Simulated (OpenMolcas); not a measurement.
Ar VI: RASPT2 settings compared

```
Program             : OpenMolcas
Basis               : ANO-L-VDZP [4s3p1d]
Scalar Hamiltonian  : non-relativistic, point nucleus
Active space        : 3 electrons in 9 orbitals (RAS2 3s 3p; RAS3 3d, at most 2 electrons)
State averaging     : 2S+1 = 2 odd, 3 roots; 2S+1 = 4 odd, 1 root kept (CI in the orbitals of an earlier block, 0 in the spin-orbit step); 2S+1 = 2 even, 9 roots; 2S+1 = 4 even, 3 roots kept (CI in the orbitals of an earlier block)
Spin-orbit coupling : state interaction with AMFI integrals over the reference wave functions, term energies averaged over their components
```

Methods on the same reference wave functions:
A. RASSCF
B. SS-RASPT2, IPEA 0.5 Eh, imaginary shift 0.05 Eh (closed shells correlated: 2s 2p)
C. SS-RASPT2, IPEA 0.75 Eh, imaginary shift 0.25 Eh (closed shells correlated: 2s 2p)
D. SS-RASPT2, IPEA 0.75 Eh, sigma2 regulariser 0.4 Eh (closed shells correlated: 2s 2p)

Energies in cm-1 above 3s2 3p 2P* 1/2, the measured ground level; measured values from Saloman, J. Phys. Chem. Ref. Data 39, 033101 (2010).

| Level | A | B | C | D | Measured |
| --- | --- | --- | --- | --- | --- |
| 3s2 3p 2P* 1/2 | 0.0 | 0.0 | 0.0 | 0.0 | 0.0 |
| 3s2 3p 2P* 3/2 | 2028 | 2028 | 2028 | 2028 | 2208 |
| 3s 3p2 4P 1/2 | 94224 | 94412 | 94420 | 94420 | 100158 |
| 3s 3p2 4P 3/2 | 94931 | 95119 | 95127 | 95127 | 100958 |
| 3s 3p2 4P 5/2 | 96048 | 96237 | 96244 | 96244 | 102192 |
| 3s 3p2 2D 3/2 | 133049 | 133081 | 133092 | 133092 | 132463 |
| 3s 3p2 2D 5/2 | 133107 | 133138 | 133150 | 133150 | 132575 |
| 3s 3p2 2S 1/2 | 172117 | 171485 | 171526 | 171525 | 169804 |
| 3s 3p2 2P 1/2 | 184621 | 184065 | 184089 | 184089 | 182182 |
| 3s 3p2 2P 3/2 | 185884 | 185328 | 185352 | 185352 | 183577 |

Deviations, from unrounded energies. A percentage is the sum of absolute deviations over the sum of measured energies, with the sign that they share, or ± where signs differ.

```csv
Against measurement,Levels,A,B,C,D
mean absolute deviation (cm-1),9,2900,2700,2700,2700
fine structure of the ground term (%),1,-8.1,-8.1,-8.1,-8.1
other configurations (%),8,±2.4,±2.2,±2.2,±2.2
```

B, C, D lie about equally close to measurement and A furthest from it. The largest miss of B in the table is 3s 3p2 4P 5/2, by -6000 cm-1. The ranking rests on the paired levels alone, and a cruder setting can come out closer through cancelling errors.

Among B to D the level of the table that moves most is 3s 3p2 2S 1/2, by 41 cm-1 (lowest in B, highest in C).

The lowest spin-free term lies below A's lowest term by 0.011 hartree in B, 0.010 hartree in C, 0.010 hartree in D.

Terms from blocks run as CI alone lack orbitals of their own. Active for correlation alone: 3d; no level in the range computed is led by a configuration that fills it, so any true level of that kind is missing. The basis is small and was not contracted for so high a charge. Computed and measured levels are paired by configuration, term and J; levels that our copy of the source lacks, or whose pairing is in doubt (as where it misses far off the trend of its configuration), stay unpaired and out of the deviations. Levels of configurations outside the active space are missing.

* marks odd parity.
